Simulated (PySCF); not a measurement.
CH₅Si, SMILES C[SiH2] (connectivity only; charge and spin as stated), charge +1, multiplicity 1.

Coordinates come from a B3LYP-D3(BJ)/def2-TZVP optimisation. The multiplicity is an assumed one; other spin states were not compared. The isomer is the one that the SMILES or the coordinates give; other isomers of the formula were not compared.

Computed with PBE/def2-TZVPD in PySCF.

The molecule is in vacuum.

* **total energy**: -330.09014 hartree
* **point group**: Cs
* **highest occupied level**: -14.93 eV
* **lowest empty level**: -10.10 eV
* **orbital gap**: 4.84 eV
* **dipole moment about the centre of nuclear charge**: 0.79 D
* **mean static polarisability**: 33.3 bohr³ (4.94 Å³)
* **polarisability, principal values**: 26.8, 32.1, 41.1 bohr³
